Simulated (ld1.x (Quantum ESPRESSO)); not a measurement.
# An all-electron radial function and its pseudo partner (sulfur)

Columns: radius, all-electron u(r) and pseudo u(r) of the 3p shell (level -7.01 eV) of sulfur in the configuration [Ne] 3s2 3p4; PBE, scalar-relativistic, TM scheme, ld1.x (Quantum ESPRESSO) 7.5.

```
r (bohr)  all-electron   pseudo
   0.062        0.0831  -0.0104
   0.125        0.2091  -0.0401
   0.188        0.2960  -0.0830
   0.250        0.3293  -0.1300
   0.312        0.3169  -0.1734
   0.375        0.2694  -0.2081
   0.438        0.1984  -0.2315
   0.500        0.1151  -0.2457
   0.562        0.0255  -0.2559
   0.625       -0.0668  -0.2675
   0.688       -0.1567  -0.2852
   0.750       -0.2404  -0.3121
   0.812       -0.3180  -0.3503
   0.875       -0.3896  -0.3997
   0.938       -0.4537  -0.4553
   1.000       -0.5095  -0.5096
   1.062       -0.5582  -0.5582
   1.125       -0.6007  -0.6007
   1.188       -0.6362  -0.6362
   1.250       -0.6648  -0.6648
   1.312       -0.6876  -0.6876
   1.375       -0.7052  -0.7052
   1.438       -0.7178  -0.7178
   1.500       -0.7258  -0.7258
   1.562       -0.7299  -0.7299
   1.625       -0.7305  -0.7305
```

Q: How many radial nodes do the two functions have?

A: The all-electron 3p function has n − l − 1 = 1; the pseudo-wave has 0, since the states of the same l below it are removed with the core.

Q: At about which radius was the pseudo-wave matched?

A: 1.05 bohr, where the columns begin to agree (steps of 0.06 bohr).

Q: Is the pseudo-wave norm-conserving?

A: Yes: the TM scheme keeps the norm inside the radius equal to the all-electron one, which fixes the energy derivative of the logarithmic derivative at the level.
